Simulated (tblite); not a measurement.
Species: C5H4NO (doublet state).
Bonds: C1–C2 (double), C2–C3, C3–C4 (aromatic), C4–N5 (aromatic), N5–C6 (aromatic), C6–O7 (aromatic), C3–O7 (aromatic). Hydrogens: H8, H9 on C1; H10 on C4; H11 on C6.

Structure optimised with GFN2-xTB, isolated species. This method treats the open shell by occupation alone, without spin polarisation.

(1) What internal coordinates does the optimisation give?

Answers

(1) 
```json
{"bond": "C1=C2", "length (Å)": "1.288"}
{"bond": "C2–C3", "length (Å)": "1.340"}
{"bond": "C3–C4", "length (Å)": "1.418"}
{"bond": "C4–N5", "length (Å)": "1.342"}
{"bond": "N5–C6", "length (Å)": "1.298"}
{"bond": "C6–O7", "length (Å)": "1.346"}
{"bond": "C3–O7", "length (Å)": "1.377"}
{"bond": "C1–H8, C1–H9", "length (Å)": "1.083"}
{"bond": "C4–H10", "length (Å)": "1.069"}
{"bond": "C6–H11", "length (Å)": "1.071"}
```

Bonds in one row agree within 0.01 Å and their mean is given. A selection of angles:
```json
{"angle": "C2–C1–H8", "degrees": "122.4"}
{"angle": "H8–C1–H9", "degrees": "115.2"}
{"angle": "C1–C2–C3", "degrees": "178.2"}
{"angle": "C2–C3–C4", "degrees": "131.1"}
{"angle": "C2–C3–O7", "degrees": "123.1"}
{"angle": "C4–C3–O7", "degrees": "105.8"}
{"angle": "C3–C4–N5", "degrees": "108.7"}
{"angle": "C3–C4–H10", "degrees": "128.3"}
{"angle": "N5–C4–H10", "degrees": "123.0"}
{"angle": "C4–N5–C6", "degrees": "106.0"}
{"angle": "N5–C6–O7", "degrees": "114.7"}
{"angle": "N5–C6–H11", "degrees": "126.5"}
{"angle": "O7–C6–H11", "degrees": "118.8"}
{"angle": "C3–O7–C6", "degrees": "104.8"}
```

The 2 C–O bonds span 1.346 Å (C6–O7, aromatic) to 1.377 Å (C3–O7, aromatic), a spread of 0.031 Å. The 2 C–N bonds span 1.298 Å (N5–C6, aromatic) to 1.342 Å (C4–N5, aromatic), a spread of 0.044 Å. C6 (carbon bonded to N, O and H) is planar (angles 126.5°, 118.8° and 114.7°, sum 360.0°, 0.00 Å off the plane of its three neighbours). The 3 C–C bonds span 1.288 Å (C1=C2, drawn double) to 1.418 Å (C3–C4, aromatic), a spread of 0.130 Å. C3 (carbon bonded to 2 C and O) is planar (angles 131.1°, 123.1° and 105.8°, sum 360.0°, 0.00 Å off the plane of its three neighbours). O7 (oxygen bonded to 2 C) is bent (angle 104.8°). The 7 heavy atoms lie in one plane (0.000 Å rms).

Point group: Cs (every atom within 0.08 Å of its image). Its GFN2-xTB frequencies are all real (lowest 123 cm⁻¹).

These are computed values.
